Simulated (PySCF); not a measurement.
Orbital energies and ionisation energy

C₅H₈F₄Se.
Atom-mapped SMILES: `[CH3:1][CH2:2][CH2:3][Se:4][C@H:5]([F:6])[C:7]([F:8])([F:9])[F:10]` (hydrogens: H11, H12, H13 on C1; H14, H15 on C2; H16, H17 on C3; H18 on C5)

Structure used (PBE0-D3(BJ)/def2-SVP), in Å, numbered top down from 1:
```xyz
18
C5H8F4Se angstrom
C      2.4326   -0.6687   -0.3780
C      1.6814    0.6494   -0.4497
C      0.6366    0.7242   -1.5529
Se    -0.7901   -0.6143   -1.4603
C     -1.4629   -0.0510    0.2705
F     -0.7606   -0.5986    1.3048
C     -2.9296   -0.4282    0.4478
F     -3.3218   -0.1693    1.6927
F     -3.1393   -1.7207    0.2104
F     -3.6914    0.2809   -0.3808
H      1.7505   -1.4952   -0.1291
H      3.2169   -0.6330    0.3923
H      2.9152   -0.9087   -1.3392
H      2.3905    1.4785   -0.6233
H      1.2071    0.8574    0.5236
H      1.0908    0.5407   -2.5402
H      0.1580    1.7143   -1.5951
H     -1.3912    1.0471    0.3308
```

Level: CAM-B3LYP/def2-SVPD (PySCF). Frontier orbitals with their largest atomic shares (Löwdin; up to four atoms above 4 %):

```csv
orbital,ε (eV),main atoms
HOMO−3,-11.67,"C1 20 %, C2 16 %, H13 11 %, Se4 10 %"
HOMO−2,-11.00,"C2 15 %, Se4 13 %, C3 12 %, C5 11 %"
HOMO−1,-10.29,"Se4 45 %, C3 14 %, C2 11 %, C5 7 %"
HOMO,-8.29,?
LUMO,0.58,"Se4 66 %, C5 10 %, C3 7 %, H16 6 %"
LUMO+1,1.00,"Se4 40 %, H17 11 %, H18 9 %, C2 7 %"
LUMO+2,1.12,"Se4 53 %, C3 9 %, F9 7 %, C5 5 %"
```

Task: What vertical ionisation energy does ΔSCF give, and how far is −ε(HOMO) from it?

Result: ΔSCF: 9.13 eV (881 kJ/mol; threshold wavelength 136 nm); ⟨S²⟩ of the doublet left behind is 0.754, against 0.75 for a pure doublet. −ε(HOMO) is 8.29 eV, 0.84 eV below it. For the exact functional −ε(HOMO) would equal the first vertical ionisation energy; CAM-B3LYP (range-separated hybrid) falls short of its own ΔSCF value by 9 %. Holes in the HOMO−1 and HOMO−2 were tried too where these lie within 1.2 eV of the HOMO; the lowest converged state counts.

Task: On which atoms does the HOMO lie?

Result: Se4 (selenium bonded to 2 C) 71 %, C3 (sp3 carbon bound to selenium) 8 %, C5 (sp3 C–F carbon) 7 %, so more than half of it is on one atom. The HOMO−1 lies 2.00 eV lower.

Task: Shift the occupied levels rigidly so that −ε(HOMO) equals the ΔSCF value. What binding energies result?

Result: The shift is +0.84 eV: HOMO 9.13, HOMO−1 11.13, HOMO−2 11.84, HOMO−3 12.51 eV. A rigid shift is only a rough guide to the deeper ionisations.

Task: What total energies stand behind the ΔSCF value?

Result: E(N) = -2995.49781 Eh and E(N − 1) = -2995.16224 Eh at the same geometry, 0.33557 Eh apart.

Task: With α = 91.6 au, estimate the like-pair dispersion coefficient by London's formula C6 = (3/4)α²I.

Result: I = 0.3356 Eh, so C6 ≈ 2110 au, a rough estimate.

Task: What kinetic energy would electrons from this vertical process carry with He II light (40.814 eV)?

Result: 40.81 − 9.13 = 31.68 eV.

Geometry: PBE0-D3(BJ)/def2-SVP, one conformer, isolated molecule. The calculation is non-relativistic, for selenium too.
